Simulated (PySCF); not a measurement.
Isomers of C6H6F2, mass 116.044 u with the commonest isotopes. Method: CAM-B3LYP/def2-SVPD in PySCF (dipole) on a GFN2-xTB geometry, gas phase. One conformer each, none proved a minimum here; rigid rotors.

**Question.** Order these by rotational constant A, smallest first.
A. `C[C@@H]1C(F)=C/C1=C\F`
B. `FC1(F)C=C[C@@H]2C[C@@H]21`
C. `[F:1][C:2]([F:3])=[CH:4][C:5]1=[CH:6][CH2:7][CH2:8]1` with C2–C4–C5–C6 180°
D. `FC1=C[C@@H]2[C@H](F)[C@@H]2C1`

**Answer.** B (3506 MHz), D (3784 MHz), A (3888 MHz), C (5802 MHz).

**Question.** Order these by rotational constant B, smallest first.
A. `C[C@@H]1C(F)=C/C1=C\F`
B. `FC1=C[C@@H]2[C@H](F)[C@@H]2C1`
C. `[CH:1]#[C:2][C@:3]1([F:4])[CH2:5][C@@H:6]([F:7])[CH2:8]1` with C2–C3–C5–C6 -104°, C3–C5–C6–F7 -131°, C5–C6–C8–C3 13°, C2–C3–C8–C6 104°
D. `[F:1][C:2]([F:3])=[CH:4][C:5]1=[CH:6][CH2:7][CH2:8]1` with C2–C4–C5–C6 180°
E. `FC1(F)C=C[C@@H]2C[C@@H]21`

**Answer.** D (1137 MHz), A (1288 MHz), C (1387 MHz), B (1687 MHz), E (2054 MHz).

**Question.** Order these by out-of-plane moment Σ m c² = (Ia + Ib − Ic)/2, smallest first.
A. `FC1=C[C@@H]2[C@@H]([C@@H]2C1)F`
B. `[C@H]12C=CC([C@H]1C2)(F)F`
C. `[CH:1]#[C:2][C@:3]1([F:4])[CH2:5][C@@H:6]([F:7])[CH2:8]1` with C2–C3–C5–C6 -104°, C3–C5–C6–F7 -131°, C5–C6–C8–C3 13°, C2–C3–C8–C6 104°
D. `[F:1][C:2]([F:3])=[CH:4][C:5]1=[CH:6][CH2:7][CH2:8]1` with C2–C4–C5–C6 180°
E. `C[C@@H]1C(F)=C/C1=C\F`

**Answer.** D (3.17 u·Å²), E (11.43 u·Å²), C (39.99 u·Å²), B (53.90 u·Å²), A (63.16 u·Å²).

```
                       SMILES  point group  Ia (u·Å²)  Ib (u·Å²)  Ic (u·Å²)      κ  μa (D)  μb (D)  μc (D)
FC1=C[C@@H]2[C@H](F)[C@@H]2C1            –     133.55     299.55     306.77  -0.96    1.66    2.35    0.18
               FC(F)=CC1=CCC1           Cs      87.10     444.58     525.34  -0.93    1.38    0.67    0.00
    FC1(F)C=C[C@@H]2C[C@@H]21           C1     144.15     246.06     282.40  -0.69    3.15    0.40    0.14
        C[C@@H]1C(F)=C/C1=C\F           C1     130.00     392.50     499.63  -0.81    0.56    1.48    0.42
      C#C[C@]1(F)C[C@@H](F)C1           Cs     129.19     364.42     413.63  -0.88    0.94    2.09    0.00
```
